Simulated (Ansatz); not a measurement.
```yaml
crystal:
  periodic: [false, false, false]
  atoms:
    - {symbol: F, position_ang: [-0.201939, 0.619971, 1.663699]}
    - {symbol: Ga, position_ang: [0.006026, 0.007983, 0.055546]}
    - {symbol: Cl, position_ang: [1.490621, -1.446090, -0.273907]}
    - {symbol: Cl, position_ang: [-1.239208, 0.757836, -1.465638]}
basis:
  gaussian: {orbitals: cc-pVTZ}
hamiltonian: {xc: {name: wB97M-V}}
scf: {lower_state_search: off}
kpoints: {mp_grid: {grid: [2, 2, 2]}}
```

```sh
$ ansatz run in.yaml --threads 2 --pin off --events-out ev --progress --plain --max-ram 22528MiB --backend cpu
```

Shortened log:

```
Error: invalid value for `basis.gaussian`: such a run doesn't read kpoints; remove what it names
```

Problem. What is wrong with this run?

Solution. The input holds a key that doesn't belong there. The program refused the input.
